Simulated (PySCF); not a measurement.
# Relaxation of singlet I(OH)₃

Computed with PBE0/[I def2-SVP with ECP28, O def2-SVP, H def2-SVP], scalar-relativistic core potentials, density fitting, no spin–orbit coupling, PySCF. A (50,194) grid was used.

A hand-made T-shaped (heavy-atom frame) start, with no symmetry imposed:

```xyz
7
charge 0 multiplicity 1, angstrom
I     0.0042    0.0000   -0.2041
O     0.0042    0.0000    1.7559
O     1.9630    0.0000   -0.1357
O    -1.9546    0.0000   -0.1357
H    -0.7312    0.0000    2.3730
H     2.5797   -0.7354   -0.1142
H    -2.5713    0.7354   -0.1142
```

Optimiser trace:
```json
{"step": "0", "E − E(last) (kJ/mol)": "82.94", "largest gradient (Eh/bohr)": "0.03991"}
{"step": "1", "E − E(last) (kJ/mol)": "36.67", "largest gradient (Eh/bohr)": "0.02189"}
{"step": "2", "E − E(last) (kJ/mol)": "18.75", "largest gradient (Eh/bohr)": "0.03129"}
{"step": "3", "E − E(last) (kJ/mol)": "11.08", "largest gradient (Eh/bohr)": "0.01385"}
{"step": "4", "E − E(last) (kJ/mol)": "7.22", "largest gradient (Eh/bohr)": "0.02811"}
{"step": "5", "E − E(last) (kJ/mol)": "3.30", "largest gradient (Eh/bohr)": "0.01807"}
{"step": "6", "E − E(last) (kJ/mol)": "1.78", "largest gradient (Eh/bohr)": "0.01021"}
{"step": "7", "E − E(last) (kJ/mol)": "1.27", "largest gradient (Eh/bohr)": "0.00617"}
{"step": "8", "E − E(last) (kJ/mol)": "0.76", "largest gradient (Eh/bohr)": "0.00893"}
{"step": "9", "E − E(last) (kJ/mol)": "0.44", "largest gradient (Eh/bohr)": "0.00478"}
{"step": "10", "E − E(last) (kJ/mol)": "0.37", "largest gradient (Eh/bohr)": "0.00201"}
{"step": "11", "E − E(last) (kJ/mol)": "0.20", "largest gradient (Eh/bohr)": "0.00145"}
{"step": "12", "E − E(last) (kJ/mol)": "0.13", "largest gradient (Eh/bohr)": "0.00245"}
{"step": "13", "E − E(last) (kJ/mol)": "0.09", "largest gradient (Eh/bohr)": "0.00132"}
{"step": "14", "E − E(last) (kJ/mol)": "0.06", "largest gradient (Eh/bohr)": "0.00087"}
{"step": "15", "E − E(last) (kJ/mol)": "0.03", "largest gradient (Eh/bohr)": "0.00086"}
{"step": "16", "E − E(last) (kJ/mol)": "0.02", "largest gradient (Eh/bohr)": "0.00047"}
{"step": "17", "E − E(last) (kJ/mol)": "0.01", "largest gradient (Eh/bohr)": "0.00023"}
{"step": "18", "E − E(last) (kJ/mol)": "0.00", "largest gradient (Eh/bohr)": "0.00033"}
{"step": "19", "E − E(last) (kJ/mol)": "0.00", "largest gradient (Eh/bohr)": "0.00021"}
```

It ends at C1 with I–O 1.996 Å, I–O 2.022 Å, I–O 2.073 Å, O–H 0.968 Å (×2), O–H 0.975 Å; H–O–I 99.5°, H–O–I 108.1°, H–O–I 108.7°, O–I–O 81.5°, O–I–O 84.7°, O–I–O 166.2° (after a last refinement on a finer grid). A frequency run shows a minimum.

Final geometry:
```xyz
7
charge 0 multiplicity 1, angstrom
I    -0.0036   -0.0220   -0.2431
O     0.0932    0.1236    1.7453
O     2.0137    0.0976   -0.1633
O    -2.0353   -0.0701    0.1666
H    -0.8249   -0.1160    1.9689
H     2.3520   -0.6738    0.3132
H    -2.3576    0.8417    0.1945
```

The relaxation took about 110 core-seconds on a shared host.
